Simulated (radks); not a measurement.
All-electron atom: Sb4+ in [Kr] 4d10 5s1. All-electron calculation, Dirac Kohn-Sham, LDA (Slater exchange, Perdew-Wang correlation), spin-unpolarised, spherical densities, finite nucleus; Fermi nuclear charge, rms radius 4.6802 fm. Program: a radial shooting solver on a logarithmic mesh with Libxc functionals. Some entries of the table are withheld. Estimate them.

orbital  occ.  eigenvalue (eV)  <r^2> (bohr^2)
1s1/2       2        -30292.05        0.001096
2s1/2       2        -4645.978         0.01770
2p1/2       2        -4351.871         0.01312
2p3/2       4        -4100.396         0.01442
3s1/2       2        -945.2155          0.1252
3p1/2       2        -824.7442             (1)
3p3/2       4        -778.3494             (2)
3d3/2       4        -564.6963          0.1093
3d5/2       6        -555.0428          0.1118
4s1/2       2        -191.3665             (3)
4p1/2       2        -150.4972          0.7874
4p3/2       4        -141.7865          0.8435
4d3/2       4         -76.8280             (4)
4d5/2       6         -75.5435             (5)
5s1/2       1         -50.2970           4.205

Answer. 
(1) 3p1/2 <r^2> (bohr^2): 0.1199
(2) 3p3/2 <r^2> (bohr^2): 0.1283
(3) 4s1/2 <r^2> (bohr^2): 0.7060
(4) 4d3/2 <r^2> (bohr^2): 1.186
(5) 4d5/2 <r^2> (bohr^2): 1.215
